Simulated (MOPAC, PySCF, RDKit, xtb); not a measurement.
Pair of molecules: HF (SMILES F) (first 2 atoms) with CH2O2 (SMILES O=CO); geometry from B3LYP-D3(BJ)/def2-TZVP, rigid monomers moved along the line of their centres of mass till H2···O3 is 2.28 Å.
(charge 0, multiplicity 1):
```xyz
7

F      0.39017     0.00140     0.46205
H     -0.15532    -0.47250     1.09499
O     -0.77918    -0.76793     3.26807
C     -0.19783    -0.01836     4.02558
O      0.70268     0.88289     3.67749
H     -0.36862    -0.01606     5.10629
H      0.83040     0.85318     2.70274
```

Monomers are frozen at their geometry in the pair; levels with a basis set take the counterpoise correction. Rows marked so take none. RDKit's UFF carries no charges.

Rows in 3-21G carry no dispersion term and start afresh at each structure. The state reached by PM7 isn't checked; PM7 holds dispersion and hydrogen-bond terms.

The values were computed with MOPAC for PM7 (differences of heats of formation); PySCF for 3-21G rows; RDKit for the force fields; xtb for the GFN methods. Values without a source in brackets are computed.

Question: One of these levels gives -2.73 kcal/mol for the interaction energy. Which one is it?
(A) PM7
(B) UFF
(C) GFN2-xTB
(D) HF/3-21G (no counterpoise)

Answer: A, PM7. The others give 2.59 (UFF), -6.89 (GFN2-xTB), -11.62 (HF/3-21G (no counterpoise))
